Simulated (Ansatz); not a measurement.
`F[Si](F)(Br)[O][InH2]` + `BO` → `BO[Si](F)(F)Br` + `[OH][InH2]`  (ligand exchange at the Si–O bond)

Program: Ansatz. Geometries: PBE0-D4/def2-TZVP. ΔE: electronic, gas phase. CBS: MP2 limit from def2 TZ/QZ plus the TZ coupled-cluster correction, frozen cores. This one scheme is used for every species. Functionals use def2-TZVPP. def2 core potentials past Kr. For Br, In outer-core shells are correlated without core-valence functions, which leaves a few kJ/mol of doubt a bond. Scalar relativity is left out up to krypton. One conformer a species, not always the lowest.

(1) Is it downhill or uphill in electronic energy at CCSD(T)/CBS, and by how much? (An estimate is asked.)

(2) What do these levels give: ωB97X-V, RPA@PBE/def2-TZVPP, HF/def2-TZVPP, CCSD(T)/def2-TZVPP, HF/def2-QZVPP, HF/CBS(def2)? (Estimate.)

Largest T1 diagnostic among the species: 0.017.

Results:

(1) Computed: Uphill: ΔE = +13.4 kcal/mol.

(2) Ansatz gave: ωB97X-V 13.5, RPA@PBE/def2-TZVPP 13.5, HF/def2-TZVPP 14.3, CCSD(T)/def2-TZVPP 13.8, HF/def2-QZVPP 14.1, HF/CBS(def2) 14.1 kcal/mol.

At CCSD(T), def2-SVP lies +4.2 kcal/mol from the extrapolated value and def2-TZVPP +0.4 kcal/mol. From PBE to PBE0 (25 % exact exchange), in def2-TZVPP and without D4, ΔE moves by +0.8 kcal/mol. Leaving LDA and LC-ωPBE aside and taking each functional with its dispersion term where it has one, the values, not all of them listed here, spread over 2.1 kcal/mol, from revPBE-D4 to BHLYP-D4.
